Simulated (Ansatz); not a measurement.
Geometry optimisation, Ansatz, RKS PBE-D4/def2-SVP.

Input file:

```yaml
crystal:
  periodic: [false, false, false]
  atoms:
    - { symbol: Ge, position_ang: [0.0, 0.0, 0.0] }
    - { symbol: O, position_ang: [0.0, 0.0, 2.12] }
    - { symbol: H, position_ang: [-0.9095, -0.2814, 2.4571] }
    - { symbol: H, position_ang: [1.4616, 0.0, -0.5162] }
    - { symbol: Cl, position_ang: [-1.0456, 1.8115, -0.7393] }
    - { symbol: F, position_ang: [-0.7913, -1.3709, -0.5594] }
    - { symbol: Br, position_ang: [1.0122, 2.3539, 0.8514] }
    - { symbol: H, position_ang: [0.4935, 1.1476, 2.0012] }
basis:
  gaussian: { orbitals: def2-SVP }
hamiltonian:
  xc: pbe
  dispersion: d4
relax:
  f_tol: 0.15
  max_steps: 25
  restrain:
    - { distance: [0, 6], at: 3.6, k: 30.0 }
    - { distance: [7, 1], at: 2.21, k: 30.0 }
    - { distance: [0, 1], at: 1.77, k: 30.0 }
    - { distance: [7, 6], at: 1.55, k: 30.0 }
```

Command:

```bash
$ ansatz run input.yaml --threads 4 --pin off --max-ram 5120MiB --backend cpu --events-out ev --progress --plain --runs-dir out
```

**Question.** Where does it end, and by what steps?

**Answer.** It converged. The restraints hold the end off the free minimum. After 8 steps the energy has fallen by 2.244 eV (the restraints' own energy left out); Br7 moved furthest, 0.87 Å. Parted: Ge1–Br7 (2.70 → 3.60 Å).

```
step  energy less start (eV)  largest force component (eV/Å)  accepted
   0                  0.0000                           3.504       yes
   1                 -0.5753                           4.775       yes
   2                 -0.9795                           5.401       yes
   3                 -1.5320                           4.186       yes
   4                 -2.0880                           1.544       yes
   5                 -2.1640                           0.919       yes
   6                 -2.2297                           0.844       yes
   7                 -2.2377                           0.688       yes
   8                 -2.2439                           0.773       yes
```

```xyz
8
Properties=species:S:1:pos:R:3
Ge -0.117 -0.108 0.004
O -0.163 -0.165 1.782
H -1.070 -0.316 2.109
H 1.329 0.026 -0.480
Cl -1.496 1.368 -0.751
F -0.774 -1.639 -0.528
Br 1.623 2.759 1.326
H 0.890 1.735 2.153
```

Time of the run: 21 s on 4 threads of Intel(R) Xeon(R) Platinum 8259CL CPU @ 2.50GHz (Skylake/Cascade Lake) (shared host), peak memory 0.22 GiB.
